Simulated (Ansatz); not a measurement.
## Which is lower?

Two relaxed structures of MgGeHO, doublet (PBE0-D4/def2-TZVP; forces vanish, vibrations not checked).

A:

O1  (-0.110, -0.273, 0.591)
Mg2  (1.059, -1.004, 1.769)
Ge3  (-1.080, 0.468, -0.661)
H4  (0.131, 0.809, -1.698)
(Å)

B:

O1  (-0.116, -0.509, 1.080)
Mg2  (1.461, -0.221, 0.048)
Ge3  (-1.302, 0.169, 0.016)
H4  (-0.043, 0.562, -1.144)
(Å)

Computed with Ansatz 0.2.0 (basis: def2-TZVPP); correlated methods freeze the cores; orbitals are unrestricted. Filled d shells of the heavier atoms are correlated. The outer core shell of Li, Na, Mg and K is correlated. The def2 sets are not built for correlating such inner shells, so the correlated values are less sure here. B3LYP uses VWN-RPA correlation.

Task: Which structure is lower at CCSD(T), and by how much? (An estimate is asked for; the value comes from the calculation.)

Result: The calculation gives: B, by 0.140 eV (electronic energy, against the other). By their contacts, A is MgGeHO ([Mg][O][GeH]) and B is MgGeHO ([H]1[Mg]2[O][Ge]12).

Task: Do the other methods give the same order? (A judgement: the text doesn't fix the answer.)

Result: By the calculation: Not all: HF gives the other order.

| method | E(B) − E(A) (eV) |
| --- | --- |
| PBE-D4 | -0.204 |
| r2SCAN-D4 | -0.197 |
| PBE0-D4 | -0.142 |
| B3LYP-D4 | -0.052 |
| wB97M-V | -0.105 |
| HF | 0.156 |
| MP2 | -0.149 |
| CCSD | -0.080 |
| CCSD(T) | -0.140 |

The T1 diagnostic stays at or below 0.020. ⟨S²⟩ of the unrestricted Hartree–Fock references: 0.75 to 0.77 (a pure state has 0.75).

Labels in which every atom is bracketed show which atoms are joined, not bond orders.

For scale, one of the runs: CCSD(T)/def2-TZVPP, 125 basis functions, launched by `ansatz run in.yaml --threads 2 --pin off --events-out ev --progress --plain --max-ram 4352MiB`. The run took 88 s on 2 CPU threads of an Arm Neoverse V1 (shared host), with 1.6 GiB of host memory at its peak.
